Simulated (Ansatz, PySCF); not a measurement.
Gas-phase reaction in SMILES: [C-]#[N+]CC → [C-]#[N+][CH]C + H atom (the C-H bond at the site shown breaks; other sites are not compared here)
Geometries: B3LYP-D3(BJ)/def2-TZVP minima from Ansatz (an electronic-structure program).

Property: bond dissociation energy (enthalpy at 298 K, with B3LYP-D3(BJ) rigid-rotor harmonic-oscillator terms from PySCF), in kcal/mol. Cores are frozen in the correlated levels unless marked. Open shells are spin-unrestricted. Spin-orbit coupling is left out. No relativistic terms. Basis-set limits of correlation are two-point, X^-3; Hartree-Fock from the larger set. The bracket is a focal-point correction in the basis named.

RI-MP2/CBS(aug-cc-pVTZ,aug-cc-pVQZ)+[CCSD(T)-MP2]/aug-cc-pVTZ (Ansatz) gives 94.2 kcal/mol.

Question: Another calculation gave 89.8 kcal/mol. Which level was it?
(A) SVWN5/def2-TZVPD (Ansatz)
(B) B2PLYP/def2-TZVPD (Ansatz)
(C) HF/def2-TZVPD (PySCF)
(D) r2SCAN/def2-TZVPD (Ansatz)

Answer: B, B2PLYP/def2-TZVPD (Ansatz). The others give 84.5 (r2SCAN), 95.3 (SVWN5), 68.8 (HF) kcal/mol.
